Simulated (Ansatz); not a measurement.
The cluster Ga3H2. Charge 0, multiplicity 2. Geometry r2SCAN-D4/def2-SVP.

Cartesian coordinates in Å:
```
Ga 1.0516 0.3861 -0.7755
Ga -1.1791 0.0545 -1.6749
Ga -1.0972 -0.3841 0.7119
H -1.3640 -0.7385 2.2383
H 2.5887 0.6820 -0.4997
```

The 6-31G sets use Cartesian d functions. B3LYP takes the VWN-RPA correlation. The structure comes from a short search, and lower isomers may exist.

(1) Estimate the α-spin orbital energies around the gap (eV) in Ansatz with HF/6-31G, LDA (SPW92)/def2-TZVP, PBE-D4/def2-TZVP, B3LYP-D4/6-31G, PBE0-D4/def2-SVP.

## Answers

(1) 
```json
{"orbital": "HOMO−9", "HF/6-31G": "-31.21", "LDA (SPW92)/def2-TZVP": "-19.71", "PBE-D4/def2-TZVP": "-19.39", "B3LYP-D4/6-31G": "-20.31", "PBE0-D4/def2-SVP": "-22.82"}
{"orbital": "HOMO−8", "HF/6-31G": "-31.12", "LDA (SPW92)/def2-TZVP": "-19.65", "PBE-D4/def2-TZVP": "-19.33", "B3LYP-D4/6-31G": "-20.27", "PBE0-D4/def2-SVP": "-22.74"}
{"orbital": "HOMO−7", "HF/6-31G": "-31.10", "LDA (SPW92)/def2-TZVP": "-19.59", "PBE-D4/def2-TZVP": "-19.27", "B3LYP-D4/6-31G": "-20.19", "PBE0-D4/def2-SVP": "-22.69"}
{"orbital": "HOMO−6", "HF/6-31G": "-31.09", "LDA (SPW92)/def2-TZVP": "-19.58", "PBE-D4/def2-TZVP": "-19.26", "B3LYP-D4/6-31G": "-20.17", "PBE0-D4/def2-SVP": "-22.69"}
{"orbital": "HOMO−5", "HF/6-31G": "-17.34", "LDA (SPW92)/def2-TZVP": "-12.11", "PBE-D4/def2-TZVP": "-11.90", "B3LYP-D4/6-31G": "-13.11", "PBE0-D4/def2-SVP": "-13.49"}
{"orbital": "HOMO−4", "HF/6-31G": "-14.34", "LDA (SPW92)/def2-TZVP": "-10.05", "PBE-D4/def2-TZVP": "-9.85", "B3LYP-D4/6-31G": "-10.85", "PBE0-D4/def2-SVP": "-11.19"}
{"orbital": "HOMO−3", "HF/6-31G": "-13.05", "LDA (SPW92)/def2-TZVP": "-9.07", "PBE-D4/def2-TZVP": "-8.90", "B3LYP-D4/6-31G": "-9.84", "PBE0-D4/def2-SVP": "-10.14"}
{"orbital": "HOMO−2", "HF/6-31G": "-8.13", "LDA (SPW92)/def2-TZVP": "-6.07", "PBE-D4/def2-TZVP": "-5.91", "B3LYP-D4/6-31G": "-6.47", "PBE0-D4/def2-SVP": "-6.70"}
{"orbital": "HOMO−1", "HF/6-31G": "-8.11", "LDA (SPW92)/def2-TZVP": "-5.57", "PBE-D4/def2-TZVP": "-5.43", "B3LYP-D4/6-31G": "-6.07", "PBE0-D4/def2-SVP": "-6.29"}
{"orbital": "HOMO", "HF/6-31G": "-6.54", "LDA (SPW92)/def2-TZVP": "-4.75", "PBE-D4/def2-TZVP": "-4.66", "B3LYP-D4/6-31G": "-5.04", "PBE0-D4/def2-SVP": "-5.36"}
{"orbital": "LUMO", "HF/6-31G": "-0.04", "LDA (SPW92)/def2-TZVP": "-3.39", "PBE-D4/def2-TZVP": "-3.16", "B3LYP-D4/6-31G": "-2.62", "PBE0-D4/def2-SVP": "-2.54"}
{"orbital": "LUMO+1", "HF/6-31G": "0.70", "LDA (SPW92)/def2-TZVP": "-2.28", "PBE-D4/def2-TZVP": "-2.10", "B3LYP-D4/6-31G": "-1.57", "PBE0-D4/def2-SVP": "-1.47"}
{"orbital": "LUMO+2", "HF/6-31G": "1.42", "LDA (SPW92)/def2-TZVP": "-1.61", "PBE-D4/def2-TZVP": "-1.45", "B3LYP-D4/6-31G": "-0.91", "PBE0-D4/def2-SVP": "-0.78"}
{"orbital": "LUMO+3", "HF/6-31G": "2.12", "LDA (SPW92)/def2-TZVP": "-1.13", "PBE-D4/def2-TZVP": "-0.92", "B3LYP-D4/6-31G": "-0.39", "PBE0-D4/def2-SVP": "-0.05"}
{"orbital": "LUMO+4", "HF/6-31G": "2.16", "LDA (SPW92)/def2-TZVP": "-0.99", "PBE-D4/def2-TZVP": "-0.81", "B3LYP-D4/6-31G": "-0.34", "PBE0-D4/def2-SVP": "-0.04"}
{"orbital": "LUMO+5", "HF/6-31G": "3.24", "LDA (SPW92)/def2-TZVP": "0.02", "PBE-D4/def2-TZVP": "0.24", "B3LYP-D4/6-31G": "0.83", "PBE0-D4/def2-SVP": "1.08"}
{"orbital": "β HOMO", "HF/6-31G": "-7.88", "LDA (SPW92)/def2-TZVP": "-5.43", "PBE-D4/def2-TZVP": "-5.29", "B3LYP-D4/6-31G": "-5.94", "PBE0-D4/def2-SVP": "-6.12"}
{"orbital": "β LUMO", "HF/6-31G": "-0.39", "LDA (SPW92)/def2-TZVP": "-4.25", "PBE-D4/def2-TZVP": "-3.95", "B3LYP-D4/6-31G": "-3.47", "PBE0-D4/def2-SVP": "-3.20"}
```
